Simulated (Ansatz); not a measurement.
Cost and result for the atomization energy of `FB([SiH3])[SeH]` (8 atoms, 7 bonds).

Charge 0, multiplicity 1. Correlated methods include outer-core shells of Se, which these sets cover unevenly. Scalar relativity is left out up to krypton. Geometry: relaxed with PBE0-D4/def2-TZVP. It is one conformer, not always the lowest. Program: Ansatz. All runs use 4 threads of an Arm Neoverse V1 on a shared host. Times are those of one run each, without the atoms' runs, and a repeat can differ threefold. Electronic energies, without spin–orbit coupling; frozen cores. CCSD(T)/CBS adds CCSD(T) − MP2 in def2-TZVPP to the MP2 limit, and its time is that of the two runs behind it. T1 = 0.013. With those shells the extrapolation isn't a true limit. B3LYP takes the VWN-RPA correlation (the form of Gaussian; ORCA's B3LYP/G).

CCSD(T)/CBS is a level of theory with its own doubt, some kJ/mol a heavy atom from the limit and from the frozen cores, so smaller differences don't rank the functionals.

```json
{"level": "PBE-D4/def2-TZVPP (with forces)", "functions": "208", "wall time": "3.4 s"}
{"level": "PBE0-D4/def2-TZVPP", "functions": "208", "wall time": "3.9 s"}
{"level": "r2SCAN-D4/def2-TZVPP (with forces)", "functions": "208", "wall time": "5.5 s"}
{"level": "B3LYP-D4/def2-TZVPP (with forces)", "functions": "208", "wall time": "5.5 s"}
{"level": "B2PLYP/def2-TZVPP", "functions": "208", "wall time": "6.5 s"}
{"level": "ωB97X-V/def2-TZVPP", "functions": "208", "wall time": "8 s"}
{"level": "ωB97M-V/def2-TZVPP (with forces)", "functions": "208", "wall time": "12 s"}
{"level": "MP2/def2-QZVPP", "functions": "393", "wall time": "15 s"}
{"level": "CCSD(T)/def2-TZVPP", "functions": "208", "wall time": "94 s"}
{"level": "CCSD(T)/CBS(def2)", "functions": "–", "wall time": "110 s"}
```

Problem. What atomization energy does each give, and how far from CCSD(T)/CBS? (Best estimate.)

Solution. Computed: 
```json
{"level": "PBE-D4/def2-TZVPP (with forces)", "atomization (kJ/mol)": "2618.7", "difference from CCSD(T)/CBS": "28.1", "per bond": "4.0"}
{"level": "PBE0-D4/def2-TZVPP", "atomization (kJ/mol)": "2578.3", "difference from CCSD(T)/CBS": "-12.3", "per bond": "-1.7"}
{"level": "r2SCAN-D4/def2-TZVPP (with forces)", "atomization (kJ/mol)": "2609.9", "difference from CCSD(T)/CBS": "19.3", "per bond": "2.8"}
{"level": "B3LYP-D4/def2-TZVPP (with forces)", "atomization (kJ/mol)": "2586.9", "difference from CCSD(T)/CBS": "-3.7", "per bond": "-0.5"}
{"level": "B2PLYP/def2-TZVPP", "atomization (kJ/mol)": "2557.4", "difference from CCSD(T)/CBS": "-33.2", "per bond": "-4.7"}
{"level": "ωB97X-V/def2-TZVPP", "atomization (kJ/mol)": "2603.4", "difference from CCSD(T)/CBS": "12.8", "per bond": "1.8"}
{"level": "ωB97M-V/def2-TZVPP (with forces)", "atomization (kJ/mol)": "2585.5", "difference from CCSD(T)/CBS": "-5.1", "per bond": "-0.7"}
{"level": "MP2/def2-QZVPP", "atomization (kJ/mol)": "2594.7", "difference from CCSD(T)/CBS": "4.1", "per bond": "0.6"}
{"level": "CCSD(T)/def2-TZVPP", "atomization (kJ/mol)": "2524.0", "difference from CCSD(T)/CBS": "-66.6", "per bond": "-9.5"}
{"level": "CCSD(T)/CBS(def2)", "atomization (kJ/mol)": "2590.6", "difference from CCSD(T)/CBS": "0.0", "per bond": "0.0"}
```

In def2-TZVPP, CCSD(T) changes the Hartree–Fock value by +587.4 kJ/mol (the triples alone add +37.5 kJ/mol) and MP2 by +619.3 kJ/mol; breaking electron pairs costs correlation energy, which Hartree–Fock lacks. From PBE to PBE0 (25 % exact exchange), in def2-TZVPP and without D4, the atomization energy moves by −37.8 kJ/mol: exact exchange takes away binding that semilocal exchange gives to molecules. The D4 term adds +27.5 kJ/mol with B3LYP and +14.3 kJ/mol with PBE0; it sums over pairs of atoms, weighted by their polarisabilities, and B3LYP, whose exchange is more repulsive, gets the larger term.
